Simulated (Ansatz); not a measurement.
Mg(F)(NMe2) (C2H6FMgN), SMILES C[N](C)[Mg][F].

Coordinates come from a B3LYP-D3(BJ)/def2-SVP optimisation. The structure was generated by enumeration; whether it is a known compound was not checked. The values are those of a single conformer.

Two levels are set side by side: PBE/def2-SVPD (Ansatz, a first-principles code) and PBE0/def2-SVPD (Ansatz). Energy differences of separate SCF runs at the same geometry; the states with an electron removed or added have multiplicity 2 and 2. Differences are taken from unrounded values.

| quantity | PBE0 |
|---|---|
| vertical ionisation energy (eV) | 7.74 |
| vertical singlet–triplet gap (eV) | 3.06 |

What does PBE give, and how far is it from PBE0? (An estimate is asked for; the answer gives what the named calculation found.)


```csv
quantity,PBE,PBE minus PBE0
vertical ionisation energy (eV),7.75,0.01
vertical singlet–triplet gap (eV),2.99,-0.07
```
